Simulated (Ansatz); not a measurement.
Program: Ansatz. Geometries: PBE0-D4/def2-TZVP. ΔE: electronic, gas phase. CCSD(T)/CBS adds triple-zeta CCSD(T) − MP2 to the extrapolated MP2 energy (def2 sets, frozen cores). This one scheme is used for every species. Functionals use def2-TZVPP. B3LYP here is the variant with VWN-RPA as its local correlation; programs differ in this. Each species was taken in one conformer, which may not be the lowest.

Reaction (silylene formation by 1,1-elimination): `BO[SiH]([SiH3])Cl` → `BO[SiH3]` + `[SiH]Cl`

Question: Is it downhill or uphill in electronic energy at CCSD(T)/CBS, and by how much? (Best estimate.)

Answer: Ansatz gave: Uphill: ΔE = +2.11 eV.

Question: What do these levels give: r2SCAN-D4, PBE0, B3LYP, HF/def2-QZVPP, MP2/def2-QZVPP, SCS-MP2/def2-QZVPP? (An estimate is asked.)

Answer: The calculation gave: r2SCAN-D4 2.31, PBE0 2.19, B3LYP 1.86, HF/def2-QZVPP 1.86, MP2/def2-QZVPP 2.20, SCS-MP2/def2-QZVPP 2.08 eV.

Largest T1 diagnostic among the species: 0.013.

From PBE to PBE0 (25 % exact exchange), in def2-TZVPP and without D4, ΔE moves by +0.11 eV. In def2-TZVPP, CCSD(T) changes the Hartree–Fock value by +0.18 eV (the triples alone add +0.04 eV) and MP2 by +0.31 eV.
